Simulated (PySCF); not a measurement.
# Bond lengths and vibrations by method: AlBH3 cation

All numbers below are calculated, not measured. The program is PySCF 2.14.0, an open-source quantum chemistry code, run on an isolated molecule that a program drew, which may never have been made. The molecule is AlBH3 cation (charge +1, singlet), drawn as the SMILES string `[BH2][AlH+]`.

The geometry was optimised and harmonic frequencies were computed with HF and MP2, all in the cc-pV(D+d)Z basis, for the commonest isotopes, with a restricted reference for singlets and an unrestricted one otherwise, and a frozen core in MP2. Each result is a local minimum of its method.

Geometry at the HF minimum:
```xyz
5
AlBH3 cation, angstrom
B     2.0353   -0.5078   -0.8733
Al    1.0135   -1.0398   -2.7164
H     1.9145    0.6049   -0.4727
H     2.6781   -1.3490   -0.3322
H     0.2841   -1.4192   -4.0319
```

Lengths of the bonds as drawn, in Å (atoms numbered as above):
```
  bond     HF    MP2
B1-Al2  2.173  2.164
 B1-H3  1.189  1.198
 B1-H4  1.189  1.198
Al2-H5  1.551  1.555
```

Rotational constants, in GHz:
```
constant,HF,MP2
A,226.9,224.1
B,10.01,10.07
C,9.583,9.637
```

Harmonic frequencies in cm^-1, each column in rising order, so a row needn't be the same motion in every method:
| rank | HF | MP2 |
|---|---|---|
| 1 | 368 | 349 |
| 2 | 403 | 383 |
| 3 | 534 | 537 |
| 4 | 665 | 635 |
| 5 | 901 | 868 |
| 6 | 1192 | 1138 |
| 7 | 2130 | ? |
| 8 | 2744 | 2681 |
| 9 | 2877 | 2814 |

**Estimate the missing MP2 frequency from the HF column.**

A single factor s that minimises the squared misfit of MP2 against s times HF over the other rows is sum(HF x MP2) / sum(HF^2) = 0.9747, with an rms misfit of 13 cm^-1. For rank 7 it gives 0.9747 x 2130 = 2076 cm^-1. The calculation gives 2085 cm^-1, 9 cm^-1 above the estimate. The drawn bonds are on average 0.3 % longer in MP2 than in HF.
